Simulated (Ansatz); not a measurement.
A made-up structure of GaH5Se, singlet:

```
7
angstrom
Ga -0.8046 -0.6649 -0.5542
Se 0.7758 0.5918 1.2577
H -0.3674 -2.1132 -0.1159
H 0.7677 0.7653 2.7577
H -0.1834 -0.0397 -1.8587
H 2.0534 0.3563 0.5729
H 0.6718 1.9383 0.6808
```

It is relaxed with PBE-D4/def2-SVP and then PBE0-D4/def2-TZVP (Ansatz 0.2.0). Atoms count as bonded within 1.22 times the sum of their covalent radii (H–H: 0.88 Å). The end point is not checked to be a true minimum.

Question: Does its bonding change? (Judge from chemistry; the calculation decides.)

Answer: By the calculation: Yes. Formed: Ga1–H4; broken: Se2–H4.

Where it ends: The first stage lowers the energy by 4.99 eV in 21 steps. It ends as GaH₅Se ([GaH3][SeH2]):
```
7
angstrom
Ga -0.5728 -0.5036 0.2152
Se 1.7000 0.6059 1.1967
H -0.0270 -1.9798 0.2732
H -1.4812 0.0191 1.3911
H -0.6039 0.2478 -1.1680
H 2.5160 0.4481 -0.0143
H 1.3822 1.9963 0.8464
```

Labels in which every atom is bracketed show which atoms are joined, not bond orders.

For scale, one of the runs: PBE0-D4/def2-TZVP relaxation, 126 basis functions, launched by `ansatz run in.yaml --threads 2 --pin off --events-out ev --progress --plain --max-ram 4352MiB`. The run took about 22 s on 2 CPU threads of an Arm Neoverse V1 (shared host).
